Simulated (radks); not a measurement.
Task: These are the eigenvalues of the occupied orbitals of an atom or ion with whole-number occupations (eV). Method: Dirac Kohn-Sham, BLYP, spin-unpolarised, spherical densities, finite nucleus; Fermi nuclear charge, rms radius of each element as measured or else 0.836 A^(1/3) + 0.57 fm; computed with a radial shooting solver on a logarithmic mesh with Libxc functionals.

| orbital | eigenvalue |
|---|---|
| 1s1/2 | -83363.88 |
| 2s1/2 | -15067.46 |
| 2p1/2 | -14475.31 |
| 2p3/2 | -12528.14 |
| 3s1/2 | -3858.714 |
| 3p1/2 | -3591.345 |
| 3p3/2 | -3159.600 |
| 3d3/2 | -2715.476 |
| 3d5/2 | -2623.011 |
| 4s1/2 | -1118.956 |
| 4p1/2 | -1003.790 |
| 4p3/2 | -895.3438 |
| 4d3/2 | -706.5210 |
| 4d5/2 | -685.7542 |
| 4f5/2 | -443.0193 |
| 4f7/2 | -438.1299 |
| 5s1/2 | -410.5508 |
| 5p1/2 | -366.8991 |
| 5p3/2 | -339.9760 |
| 6s1/2 | -206.5720 |

Which element is it, and in what charge state? The configuration may be excited. Open shells, if any, are shared by 2j + 1.

Result: Z = 80, mercury, charge +14: Hg14+ in [Xe] 4f10 6s2. The list shows which subshells hold electrons but not how many an open one holds; the 1s level, -3063.6 hartree, gives Z - s = 78.3 by -(Z - s)^2/2, which with screening and relativity narrows Z to a few neighbours, and the depths of the outer levels then fix element, charge and occupations together.
